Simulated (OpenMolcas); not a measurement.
Computed levels of Zr II

```
Program             : OpenMolcas 26.06
Method              : MS-CASPT2, IPEA 0.25 Eh, imaginary shift 0.1 Eh (closed shells correlated: 4s 4p)
Basis               : ANO-RCC-VTZP [7s6p4d2f1g]
Scalar Hamiltonian  : DKH2, point nucleus
Active space        : 3 electrons in 6 orbitals (4d 5s)
State averaging     : 2S+1 = 4 even, 20 roots; 2S+1 = 2 even, 70 roots
Spin-orbit coupling : RASSI with atomic mean-field integrals over the reference wave functions, term energies averaged over their components
```

With spin-orbit coupling, above the lowest level:

```json
{"Configuration": "4d2 5s", "Term": "4F", "J": "3/2", "E (cm-1)": "0.0", "Measured (cm-1)": "0.0", "g": "0.404", "Term weight %": "99", "Second": ""}
{"Configuration": "4d2 5s", "Term": "4F", "J": "5/2", "E (cm-1)": "305", "Measured (cm-1)": "315", "g": "1.029", "Term weight %": "99", "Second": ""}
{"Configuration": "4d2 5s", "Term": "4F", "J": "7/2", "E (cm-1)": "737", "Measured (cm-1)": "763", "g": "1.238", "Term weight %": "100", "Second": ""}
{"Configuration": "4d2 5s", "Term": "4F", "J": "9/2", "E (cm-1)": "1271", "Measured (cm-1)": "1323", "g": "1.334", "Term weight %": "100", "Second": ""}
{"Configuration": "4d3", "Term": "4F", "J": "3/2", "E (cm-1)": "2810", "Measured (cm-1)": "2572", "g": "0.462", "Term weight %": "84", "Second": "14 4d2 5s 2D(1)"}
{"Configuration": "4d3", "Term": "4F", "J": "5/2", "E (cm-1)": "3200", "Measured (cm-1)": "2895", "g": "1.041", "Term weight %": "93", "Second": "7 4d2 5s 2D(1)"}
{"Configuration": "4d3", "Term": "4F", "J": "7/2", "E (cm-1)": "3660", "Measured (cm-1)": "3300", "g": "1.238", "Term weight %": "100", "Second": ""}
{"Configuration": "4d2 5s", "Term": "2D(1)", "J": "3/2", "E (cm-1)": "3670", "Measured (cm-1)": "", "g": "0.752", "Term weight %": "77", "Second": "15 4d3 4F"}
{"Configuration": "4d2 5s", "Term": "2D(1)", "J": "5/2", "E (cm-1)": "3920", "Measured (cm-1)": "", "g": "1.169", "Term weight %": "83", "Second": "7 4d3 4F"}
{"Configuration": "4d3", "Term": "4F", "J": "9/2", "E (cm-1)": "4150", "Measured (cm-1)": "3758", "g": "1.332", "Term weight %": "99", "Second": ""}
{"Configuration": "4d2 5s", "Term": "2F", "J": "5/2", "E (cm-1)": "5150", "Measured (cm-1)": "5753", "g": "0.879", "Term weight %": "92", "Second": "6 2D(1)"}
{"Configuration": "4d3", "Term": "2P", "J": "1/2", "E (cm-1)": "5530", "Measured (cm-1)": "", "g": "0.677", "Term weight %": "99", "Second": ""}
{"Configuration": "4d2 5s", "Term": "2F", "J": "7/2", "E (cm-1)": "5820", "Measured (cm-1)": "6468", "g": "1.143", "Term weight %": "98", "Second": ""}
{"Configuration": "4d3", "Term": "2P", "J": "3/2", "E (cm-1)": "5910", "Measured (cm-1)": "", "g": "1.320", "Term weight %": "94", "Second": "3 4d2 5s 2D(1)"}
{"Configuration": "4d2 5s", "Term": "4P", "J": "1/2", "E (cm-1)": "8060", "Measured (cm-1)": "", "g": "2.668", "Term weight %": "100", "Second": ""}
{"Configuration": "4d3", "Term": "2G", "J": "7/2", "E (cm-1)": "8240", "Measured (cm-1)": "", "g": "0.890", "Term weight %": "99", "Second": ""}
{"Configuration": "4d2 5s", "Term": "4P", "J": "3/2", "E (cm-1)": "8260", "Measured (cm-1)": "", "g": "1.732", "Term weight %": "100", "Second": ""}
{"Configuration": "4d3", "Term": "2G", "J": "9/2", "E (cm-1)": "8520", "Measured (cm-1)": "", "g": "1.112", "Term weight %": "97", "Second": ""}
{"Configuration": "4d2 5s", "Term": "4P", "J": "5/2", "E (cm-1)": "8560", "Measured (cm-1)": "", "g": "1.597", "Term weight %": "99", "Second": ""}
{"Configuration": "4d3", "Term": "4P", "J": "1/2", "E (cm-1)": "10250", "Measured (cm-1)": "", "g": "2.659", "Term weight %": "99", "Second": ""}
{"Configuration": "4d3", "Term": "4P", "J": "3/2", "E (cm-1)": "10440", "Measured (cm-1)": "", "g": "1.728", "Term weight %": "98", "Second": ""}
{"Configuration": "4d3", "Term": "4P", "J": "5/2", "E (cm-1)": "10680", "Measured (cm-1)": "", "g": "1.599", "Term weight %": "99", "Second": ""}
{"Configuration": "4d2 5s", "Term": "2D(2)", "J": "3/2", "E (cm-1)": "12630", "Measured (cm-1)": "", "g": "0.802", "Term weight %": "58", "Second": "37 4d3 2D(1)"}
{"Configuration": "4d3", "Term": "2H", "J": "9/2", "E (cm-1)": "12940", "Measured (cm-1)": "", "g": "0.918", "Term weight %": "95", "Second": "4 4d2 5s 2G"}
{"Configuration": "4d2 5s", "Term": "2D(2)", "J": "5/2", "E (cm-1)": "13150", "Measured (cm-1)": "", "g": "1.203", "Term weight %": "58", "Second": "38 4d3 2D(1)"}
{"Configuration": "4d3", "Term": "2H", "J": "11/2", "E (cm-1)": "13350", "Measured (cm-1)": "", "g": "1.091", "Term weight %": "100", "Second": ""}
{"Configuration": "4d2 5s", "Term": "2G", "J": "7/2", "E (cm-1)": "14560", "Measured (cm-1)": "", "g": "0.889", "Term weight %": "99", "Second": ""}
{"Configuration": "4d2 5s", "Term": "2G", "J": "9/2", "E (cm-1)": "14830", "Measured (cm-1)": "", "g": "1.104", "Term weight %": "95", "Second": "4 4d3 2H"}
{"Configuration": "4d3", "Term": "2D(1)", "J": "3/2", "E (cm-1)": "15230", "Measured (cm-1)": "", "g": "0.806", "Term weight %": "61", "Second": "33 4d2 5s 2D(2)"}
{"Configuration": "4d3", "Term": "2D(1)", "J": "5/2", "E (cm-1)": "15770", "Measured (cm-1)": "", "g": "1.201", "Term weight %": "61", "Second": "35 4d2 5s 2D(2)"}
{"Configuration": "4d2 5s", "Term": "2P", "J": "1/2", "E (cm-1)": "19640", "Measured (cm-1)": "", "g": "0.673", "Term weight %": "99", "Second": ""}
{"Configuration": "4d3", "Term": "2F", "J": "7/2", "E (cm-1)": "20050", "Measured (cm-1)": "", "g": "1.143", "Term weight %": "99", "Second": ""}
{"Configuration": "4d2 5s", "Term": "2P", "J": "3/2", "E (cm-1)": "20080", "Measured (cm-1)": "", "g": "1.328", "Term weight %": "98", "Second": ""}
{"Configuration": "4d3", "Term": "2F", "J": "5/2", "E (cm-1)": "20160", "Measured (cm-1)": "", "g": "0.859", "Term weight %": "98", "Second": ""}
{"Configuration": "4d2 5s", "Term": "2S", "J": "1/2", "E (cm-1)": "25340", "Measured (cm-1)": "", "g": "1.998", "Term weight %": "99", "Second": ""}
{"Configuration": "4d3", "Term": "2D(2)", "J": "5/2", "E (cm-1)": "27990", "Measured (cm-1)": "", "g": "1.199", "Term weight %": "96", "Second": "3 4d2 5s 2D(2)"}
{"Configuration": "4d3", "Term": "2D(2)", "J": "3/2", "E (cm-1)": "28200", "Measured (cm-1)": "", "g": "0.800", "Term weight %": "95", "Second": "4 4d2 5s 2D(2)"}
```

Against the 9 measured excited levels shown (NIST Handbook of Basic Atomic Spectroscopic Data) the mean absolute deviation is 290 cm-1; the largest miss in energy is 4d2 5s 2F 7/2: computed 5820, measured 6468 cm-1 (-10.1 %).

Spin-orbit coupling puts the lowest level 756 cm-1 below the lowest spin-free term.

For 4F the intervals divided by the larger J are 122.1, 123.3, 118.8 cm-1. Landé's interval rule makes them equal in pure LS coupling; they differ by 4 % of their mean. The multiplet is regular.

CASPT2 breaks the degeneracy within a term, and the mean is taken; among the terms shown or strongly mixed into the levels shown the widest spread is 1200 cm-1 (4d2 5s 2F). Over all roots computed the reference weight is 0.87 to 0.93; the roots of lowest weight are the least certain, and an intruder state may touch them. Configurations are named by rounded mean occupations; where the s occupation lies near a half they are strongly mixed, a name can repeat and a true partner stay unpaired. A single d shell beside an s shell can misplace configurations of different d count against each other. The CASPT2 spread within a term exceeds the gap to the next term for 4d3 4F and 4d2 5s 2D(1), 4d2 5s 2F and 4d3 2P, 4d2 5s 4P and 4d3 2G and others, so the order of their levels is uncertain, and so are names and mixing where such terms share a J. Measured partners are found by configuration, term and J. A level has none where our copy of the source lacks it or the pairing is in doubt (some pairs that miss far off the trend of their configuration count as doubtful), and it then counts in no deviation. Only configurations of the active space appear.

The CASPT2 steps took 28 s on 1 thread of Intel(R) Xeon(R) 6975P-C (Granite Rapids), with other jobs on the host; the integral step is not counted.

The term weight is that of the spin-free term in the level, not the purity of its configuration. A number in round brackets counts repeated terms of one configuration in the order of the reference energies.
